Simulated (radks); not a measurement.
The numbers below are computed, except where a source is named.
Species: Ti+. Configuration: [Ar] 3d2 4s1. Level of theory: scalar-relativistic Kohn-Sham, BLYP, spin-polarised, spherical densities, finite nucleus; open shells are filled with parallel spins first; Fermi nuclear charge, rms radius 3.5921 fm (a radial shooting solver on a logarithmic mesh with Libxc functionals).

Normalised radial functions P(r) = r R(r), r in bohr:

r	3p up	3d up
0.006634	0.0051	0.0000
0.008708	0.0085	0.0000
0.01134	0.0139	0.0001
0.01476	0.0226	0.0002
0.01938	0.0367	0.0004
0.02524	0.0581	0.0009
0.03286	0.0903	0.0018
0.04313	0.1386	0.0037
0.05616	0.2035	0.0076
0.07313	0.2866	0.0149
0.09599	0.3850	0.0292
0.125	0.4752	0.0540
0.1628	0.5279	0.0957
0.2136	0.4947	0.1639
0.2782	0.3322	0.2603
0.3622	0.0258	0.3862
0.4754	-0.3922	0.5346
0.6191	-0.7809	0.6713
0.8061	-1.0101	0.7656
1.058	-0.9866	0.7832
1.378	-0.7550	0.7183
1.794	-0.4536	0.5936
2.355	-0.2027	0.4346
3.066	-0.0668	0.2790
3.993	-0.0145	0.1475
5.241	-0.0017	0.0582
6.824	-0.0001	0.0167
8.886	0.0000	0.0031

3p up: eigenvalue -46.620 eV, 1 radial node at r = 0.369 bohr, <r> = 1.09 bohr, 90 % of the charge inside 1.68 bohr. 3d up: eigenvalue -11.921 eV, 0 radial nodes, <r> = 1.51 bohr, 90 % of the charge inside 2.64 bohr.
